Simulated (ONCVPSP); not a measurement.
**Which change was made? (Sn, ONCV)**

```json
{"Element": "tin", "Generator": "ONCVPSP 4.0.1", "Type": "optimised norm-conserving Vanderbilt (ONCV)", "Functional": "PBEsol", "Relativity": "scalar-relativistic", "Frozen core": "[Ar] 3d10", "Valence charge": "22", "Reference configuration": "4s2 4p6 4d10 5s2 5p1 (charge +1)", "Partial waves": "4s+5s: rc 1.55 bohr, ncon 3, nbas 7, qcut 10.2 1/bohr, 2 projectors; 4p+5p: rc 1.75 bohr, ncon 4, nbas 7, qcut 9.6 1/bohr, 2 projectors; 4d: rc 1.05 bohr, ncon 4, nbas 8, qcut 7.8 1/bohr, local", "Local potential": "the d channel", "Core correction": "Teter function, fcfact 4.5, rcfact 1.3"}
```

Cutoffs, loose and tight: the cutoffs (Ha) at which the residual kinetic energy of the hardest occupied pseudo-wave falls to 1 and 0.1 mHa per electron. They do not see the model core or the augmentation charge, which bear on the density cutoff. Test errors are all-electron minus pseudo excitation energies from the reference, over the configurations 4s2 4p6 4d10 5s2 5p2; 4s2 4p6 4d10 5s2 5p0; 4s2 4p6 4d10 5s1 5p0; 4s2 4p6 4d9 5s2 5p2; variants that change the core or the reference have their own tests.

The base gives: outcome: generated; cutoff, loose: 160 Ha; cutoff, tight: 210 Ha; bound ghosts: none; GHOST(+) flags above zero: none; largest test error (meV): -12.

After one change the result is: outcome: generated; cutoff, loose: 322 Ha; cutoff, tight: 380 Ha; bound ghosts: none; GHOST(+) flags above zero: none; largest test error (meV): -11. Which change was it?
A. d: rc 1.38
B. d: rc 1.22
C. d: rc 1.54
D. d: rc 0.8

D. The others give: d: rc 1.38 → outcome: generated; cutoff, loose: 50 Ha; cutoff, tight: 119 Ha; bound ghosts: p; GHOST(+) flags above zero: s; largest test error (meV): -14 | d: rc 1.54 → outcome: generated; cutoff, loose: 31 Ha; cutoff, tight: 89 Ha; bound ghosts: p; GHOST(+) flags above zero: s; largest test error (meV): +206 | d: rc 1.22 → outcome: generated; cutoff, loose: 103 Ha; cutoff, tight: 158 Ha; bound ghosts: none; GHOST(+) flags above zero: none; largest test error (meV): -13.
